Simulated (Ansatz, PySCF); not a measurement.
System: C2HF3O, charge 0, multiplicity 1. 
Structure (B3LYP-D3(BJ)/def2-TZVP (Ansatz, a program for electronic structure) minimum search):
```
C
F 1 1.3265
F 1 1.3465 2 108.93
F 1 1.3465 2 108.93 3 -117.37
C 1 1.5438 2 112.79 3 121.32
O 5 1.1917 1 122.80 2 0.00
H 5 1.1053 6 124.13 1 -180.00
```

Wanted: atomisation energy (electronic, to ground-state atoms); the coupled-cluster value holds the core correlation from cc-pwCVTZ, in eV. Cores are frozen in the correlated levels unless marked. UHF or UKS for open shells. Spin-orbit coupling is left out. No relativistic terms. Basis-set limits of correlation are two-point, X^-3; Hartree-Fock from the larger set. The bracket is a focal-point correction in the basis named.

Level to compare with: RI-MP2/CBS(aug-cc-pVTZ,aug-cc-pVQZ)+[CCSD(T)-MP2]/aug-cc-pVTZ plus the core term (Ansatz), 30.95 eV. It is a level with limits of its own, and the differences hold the functionals' basis error too.

Problem. Rank these functionals by how close they come to RI-MP2/CBS(aug-cc-pVTZ,aug-cc-pVQZ)+[CCSD(T)-MP2]/aug-cc-pVTZ, closest first: wB97X/def2-TZVPD (Ansatz); CAM-B3LYP/def2-TZVPD (Ansatz); TPSSh/def2-TZVPD (PySCF); r2SCAN0/def2-TZVPD (Ansatz).

Solution. CAM-B3LYP/def2-TZVPD (range-separated hybrid, 30.87 eV, difference -0.08), wB97X/def2-TZVPD (range-separated hybrid, 30.82 eV, difference -0.13), TPSSh/def2-TZVPD (hybrid meta-GGA, 30.31 eV, difference -0.64), r2SCAN0/def2-TZVPD (hybrid meta-GGA, 29.80 eV, difference -1.15)
